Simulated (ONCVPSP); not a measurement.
# Configuration tests for lanthanum (ONCV)

| Item | Value |
| --- | --- |
| Element | La (Z = 57) |
| Generator | ONCVPSP 4.0.1 |
| Type | optimised norm-conserving Vanderbilt (ONCV) |
| Functional | PBE |
| Relativity | scalar-relativistic |
| Frozen core | [Kr] 4d10 |
| Valence charge | 11 |
| Reference configuration | 5s2 5p6 5d1 6s2 |
| Partial waves | 5s+6s: rc 2.95 bohr, ncon 4, nbas 7, qcut 4.4 1/bohr, 2 projectors; 5p: rc 2.20 bohr, ncon 4, nbas 7, qcut 7.5 1/bohr, 2 projectors, debl 3.6 Ha; 5d: rc 3.00 bohr, ncon 4, nbas 8, qcut 5 1/bohr, 2 projectors, debl 1.3 Ha; f scattering state at 0.46 Ha: rc 2.40 bohr, ncon 4, nbas 8, qcut 4.6 1/bohr, 2 projectors, debl 1.9 Ha |
| Local potential | polynomial inside 2.15 bohr (lpopt 5, dvloc0 0 Ha) |
| Core correction | Teter function, fcfact 5.25, rcfact 1.25 |

In the f channel the program set the typed energies aside and used -0.160, 1.740 Ha.

Energies are relative to the spin-unpolarised reference configuration 5s2 5p6 5d1 6s2; without spin polarisation the order of configurations can differ from experiment.

```csv
valence configuration,charge,ΔE all-electron (eV),error AE − PS (meV)
5s2 5p6 5d1 6s1,+1,5.966,-2.1
5s2 5p6 5d1 6s0 6p2,0,4.846,-4.1
```

Q: What are ΔE and the potential's error for 5s2 5p6 5d1 6s0?

A: ΔE = 16.854 eV all-electron; the error (AE − PS) is -10 meV.

Q: What are ΔE and the potential's error for 5s2 5p6 5d0 6s0?

A: ΔE = 35.804 eV all-electron; the error (AE − PS) is -1.0 meV.

Levels in the configuration 5s2 5p6 5d0 6s0:

```tsv
level	all-electron (eV)	pseudo (eV)
5s	-61.665	-61.741
5p	-44.743	-44.741
```

Note: no bound ghost flagged; GHOST(+) flagged for s at 69.9 eV.
